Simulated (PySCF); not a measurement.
Species: C₅H₆B (charge -1).
SMILES: `[bH-]1ccccc1`

Computed, not measured: PySCF, PBE0-D3(BJ)/def2-SVP geometry optimisation, gas phase.

Masses are those of the commonest isotopes; rigid-rotor values at the optimised geometry. 

Give the principal moments of inertia and the rotational constants in GHz.

Ia = 91.70, Ib = 94.76, Ic = 186.46 u·Å²; 505379 MHz·u·Å²/I gives 5511, 5333 and 2710 MHz, that is A = 5.5114, B = 5.3332, C = 2.7104 GHz.

What kind of rotor is it?

An asymmetric top; Ray's κ = 0.873.

Is it planar, by Δ = Ic − Ia − Ib?

Planar: Δ = Ic − Ia − Ib = 0.00 u·Å². For a rigid frame Δ = −2 Σ m c², so it vanishes when all atoms lie in the ab plane; here none is more than 0.01 Å from it.

Give the coordinates in the principal-axis frame, origin at the centre of mass.

The sense of each axis is arbitrary; atoms in the order of the calculation.
```json
{"atom": "B1", "mass (u)": "11.009", "a (Å)": "0.009", "b (Å)": "1.513", "c (Å)": "0.000"}
{"atom": "C2", "mass (u)": "12.000", "a (Å)": "1.284", "b (Å)": "0.693", "c (Å)": "0.000"}
{"atom": "C3", "mass (u)": "12.000", "a (Å)": "1.214", "b (Å)": "-0.703", "c (Å)": "0.000"}
{"atom": "C4", "mass (u)": "12.000", "a (Å)": "-0.008", "b (Å)": "-1.393", "c (Å)": "0.000"}
{"atom": "C5", "mass (u)": "12.000", "a (Å)": "-1.222", "b (Å)": "-0.689", "c (Å)": "0.000"}
{"atom": "C6", "mass (u)": "12.000", "a (Å)": "-1.276", "b (Å)": "0.707", "c (Å)": "0.000"}
{"atom": "H7", "mass (u)": "1.008", "a (Å)": "0.015", "b (Å)": "2.747", "c (Å)": "0.000"}
{"atom": "H8", "mass (u)": "1.008", "a (Å)": "2.295", "b (Å)": "1.131", "c (Å)": "0.000"}
{"atom": "H9", "mass (u)": "1.008", "a (Å)": "2.137", "b (Å)": "-1.305", "c (Å)": "0.000"}
{"atom": "H10", "mass (u)": "1.008", "a (Å)": "-0.014", "b (Å)": "-2.490", "c (Å)": "0.000"}
{"atom": "H11", "mass (u)": "1.008", "a (Å)": "-2.153", "b (Å)": "-1.280", "c (Å)": "0.000"}
{"atom": "H12", "mass (u)": "1.008", "a (Å)": "-2.281", "b (Å)": "1.157", "c (Å)": "0.000"}
```

Which types of transition are allowed, and where do some lines up to J = 5 fall?

The dipole components (about the centre of mass, as the species is charged) are |μa| = 0.00 D, |μb| = 2.91 D, |μc| = 0.00 D; the symmetry axis of this C2v structure is b, so μa and μc vanish by symmetry and there are no a-type or c-type lines. Some lines, for components of 0.1 D or more:

```
type  branch         J(Ka,Kc)    MHz  lower level (cm⁻¹)
   b       Q  1(1,0) ← 1(0,1)   2801               0.268
   b       Q  2(2,0) ← 2(1,1)   2988               0.986
   b       Q  4(4,0) ← 4(3,1)   3709               3.498
   b       Q  4(3,1) ← 4(2,2)   7392               3.251
   b       Q  2(1,1) ← 2(0,2)   7877               0.723
   b       R  1(1,1) ← 0(0,0)   8222               0.000
   b       Q  4(4,1) ← 4(3,2)   9042               3.256
   b       Q  5(3,2) ← 5(2,3)  13343               4.610
   b       Q  4(2,2) ← 4(1,3)  13460               2.802
   b       Q  3(1,2) ← 3(0,3)  13521               1.356
   b       Q  5(2,3) ← 5(1,4)  18952               3.978
   b       Q  4(1,3) ← 4(0,4)  18966               2.170
   b       R  3(0,3) ← 2(1,2)  18969               0.723
   b       Q  5(1,4) ← 5(0,5)  24389               3.164
   b       Q  5(2,4) ← 5(1,5)  24389               3.164
   b       R  4(0,4) ← 3(1,3)  24394               1.356
   b       R  3(2,2) ← 2(1,1)  24665               0.986
   b       R  5(1,5) ← 4(0,4)  29814               2.170
   b       R  4(2,2) ← 3(3,1)  34579               2.098
   b       R  5(2,4) ← 4(1,3)  35237               2.802
   b       R  4(3,1) ← 3(2,2)  50647               1.809
   b       R  5(5,1) ← 4(4,0)  52775               3.622
   b       R  5(4,1) ← 4(3,2)  61080               3.256
```

Estimate the classical rotational partition function at 25 K, 50 K and 500 K.

Point group C2v, symmetry number σ = 2; q = (√π/σ)·√((kT/h)³/(ABC)), k/h = 20836.6 MHz/K: 1180 at 25 K, 3340 at 50 K, 106000 at 500 K.

No PBE0-D3(BJ)/def2-SVP frequencies stand behind this structure, so it isn't proved a minimum. The geometry's basis has no diffuse functions, a weakness for an anion. These are rigid-rotor constants of the computed structure; measured ground-state constants (B0) also hold zero-point vibration. Quadrupole hyperfine structure (11B) is left out.

Time: 33 s. Hardware: one thread of an Arm Neoverse V1 (shared host). This is the geometry optimisation.
